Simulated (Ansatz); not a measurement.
`[CH3][Ge]([F])([F])[Br]`. The species carries charge 0 and has multiplicity 1.

```xyz
8

C    -0.490   -0.982    0.112
Ge    0.424    0.695   -0.068
F     1.269    1.094    1.377
F     1.657    0.600   -1.265
Br   -0.886    2.477   -0.593
H    -0.985   -1.225   -0.827
H    -1.229   -0.906    0.909
H     0.241   -1.753    0.356
```

Problem. What are the harmonic wavenumbers in cm⁻¹ at PBE0-D4/def2-TZVP (Ansatz, finite differences of forces, unscaled)? (Estimate.)

Solution. Ansatz gave: 99, 133, 155, 180, 214, 245, 329, 630, 726, 731, 821, 825, 1270, 1443, 1446, 3077, 3178, 3182.

Problem. Is this a minimum?

Solution. Yes, all 18 modes are real.

Problem. Give the ideal-gas thermochemistry at 298.15 K and 1 bar (rigid rotor, harmonic oscillator; point group Cs, symmetry number 1).

Solution. Zero-point energy 111.8 kJ/mol; H(298) − E = 133.7 kJ/mol; entropy 368.9 J/(mol·K), of which translation 175.3, rotation 119.3, vibration 74.3; G(298) − E = 23.7 kJ/mol. Modes under 100 cm⁻¹ are hindered rotations or soft bends, so the harmonic entropy is rough.

Problem. And at 400, 500, 600, 800 and 1000 K?

Solution. 
```csv
T (K),H − E (kJ/mol),S (J/mol/K),G − E (kJ/mol)
400,145.0,401.3,-15.6
500,157.1,428.5,-57.1
600,170.2,452.2,-101.2
800,198.1,492.3,-195.7
1000,227.8,525.4,-297.6
```

Problem. Rotational constants (cm⁻¹)?

Solution. 0.1102, 0.04231, 0.04132.
